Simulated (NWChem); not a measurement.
# BeGeSiH$_{6}$; SMILES [GeH3][Be][SiH3]

```xyz
9

Be     0.0007    -0.6921     0.0002
Si     0.0003    -2.8897     0.0001
H     -1.3643    -3.4519     0.2736
H      0.9193    -3.4528     1.0448
H      0.4454    -3.4523    -1.3185
Ge     0.0005     1.5218     0.0001
H     -1.3312     2.1184    -0.5108
H      0.2239     2.1190     1.4086
H      1.1085     2.1189    -0.8979
```
Atoms are numbered in this order, from 1.

Level: PBE0/def2-SVP (NWChem), optimised geometry, unscaled harmonic frequencies. 

```
frequency (cm⁻¹)  IR intensity (km/mol)
----------------  ---------------------
32                                  0.0
140                                17.3
140                                17.3
230                                 0.0
379                                 0.1
379                                 0.1
495                                 3.9
495                                 3.9
774                                66.5
800                               246.0
869                                85.5
891                                23.5
891                                23.5
934                                33.8
934                                33.7
2121                               75.4
2122                              112.9
2122                              112.8
2196                               49.5
2200                               87.4
2200                               87.4
```

The zero-point energy is 30.5 kcal/mol, the thermal correction to the enthalpy at 298.15 K (with zero-point energy) is 35.5 kcal/mol and the heat capacity Cv is 23.0 cal/(mol K). The entropy at 298.15 K and 1 atm (symmetry number 3) is 82.0 cal/(mol K) and the dipole moment is 0.11 D.

Rigid rotor and harmonic oscillator; modes under 100 cm⁻¹ make the entropy uncertain.
